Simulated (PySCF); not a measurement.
Ga(Cl)2(NH2) (Cl2GaH2N), SMILES [NH2][Ga]([Cl])[Cl].

Coordinates come from a PBE0-D3(BJ)/def2-SVP optimisation. The structure was generated by enumeration; whether it is a known compound was not checked. Other conformers were not sampled.

Method: IEF-PCM-B3LYP/def2-SVP (PySCF 2.14.0).

The values are the electrostatic part of the solvation free energy, E(continuum) − E(gas) at the gas-phase geometry, in a cavity of scaled van der Waals radii (PySCF's table); cavitation and dispersion terms are not included. A continuum can't describe solvent molecules that bind to the metal. In vacuum the orbital gap is 6.48 eV. The dipole moment in vacuum is 2.78 D.

```tsv
solvent	ε	ΔG(elec) (kcal/mol)	dipole (D)	gap (eV)
water	78.36	-5.1	3.49	6.32
chloroform	4.71	-3.7	3.29	6.36
benzene	2.27	?	?	?
```

Question: Fill in the missing entries. (An estimate is asked for; the answer gives what the named calculation found.)

Answer: 
- benzene, ΔG(elec) (kcal/mol): -2.3
- benzene, dipole (D): 3.11
- benzene, gap (eV): 6.40
